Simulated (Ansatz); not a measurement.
Basis-set series for `CCO[SiH2]Cl`. The species carries charge 0 and has multiplicity 1. All single points use the PBE0-D4/def2-TZVP geometry. It is one conformer, not always the lowest.

```xyz
12

C    -0.7514   -1.7585    0.3226
C    -0.5153   -0.4003   -0.2855
O     0.6136    0.1993    0.3346
Si    1.0585    1.7491    0.1292
Cl    1.5629    2.1225   -1.8308
H    -0.9478   -1.6733    1.3930
H    -1.6107   -2.2392   -0.1507
H     0.1230   -2.3967    0.1827
H    -1.3965    0.2403   -0.1500
H    -0.3309   -0.4858   -1.3621
H    -0.0553    2.6748    0.4469
H     2.2498    1.9678    0.9701
```

```tsv
functional	basis	functions	energy (Eh)	HOMO (eV)	LUMO (eV)
PBE0-D4	def2-SVP	113	-904.62503	-8.46	1.07
PBE0-D4	def2-TZVPP	275	-905.07117	-8.55	0.56
ωB97M-V	def2-SVP	113	-904.95036	-10.77	3.00
ωB97M-V	def2-TZVPP	275	-905.40295	-10.91	2.25
```

Problem. Give the rows for def2-QZVPP. (Estimate.)

Solution. Computed: 
| functional | basis | functions | energy (Eh) | HOMO (eV) | LUMO (eV) |
| --- | --- | --- | --- | --- | --- |
| PBE0-D4 | def2-QZVPP | 521 | -905.10392 | -8.58 | 0.35 |
| ωB97M-V | def2-QZVPP | 521 | -905.43405 | -10.94 | 1.76 |

Positive LUMOs are unbound and depend on the basis.
